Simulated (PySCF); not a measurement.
# Zinc: a sound run and one with changed settings

Sound run: Zn⁺ [Ar] 3d10 4s1, Zn²⁺ [Ar] 3d10. Calculation: PySCF 2.14, in def2-TZVP; the non-relativistic Hamiltonian (point nucleus). The sound run starts from symmetry-adapted Hartree-Fock orbitals and uses a fine grid where one is needed.

A second run was set up differently.

```csv
species,method,sound run (hartree),changed run (hartree),converged
Zn⁺,UHF,-1777.52644,-1777.52283,no
Zn⁺,PBE0,-1778.81003,-1778.73734,no
Zn⁺,LDA,-1776.15369,-1775.92720,no
Zn²⁺,UHF,-1776.91679,-1776.91509,no
Zn²⁺,PBE0,-1778.14832,-1778.14386,no
Zn²⁺,LDA,-1775.46704,-1775.45580,no
```

(1) What was changed?
A. angular grid far too coarse
B. basis contracted for another Hamiltonian
C. too few SCF iterations
D. minimal basis

## Answers

(1) C. It used initial guess 1e, at most 5 SCF cycles. The SCF was stopped early; the energies are upper bounds that still move, and correlated levels were skipped or rest on poor orbitals.
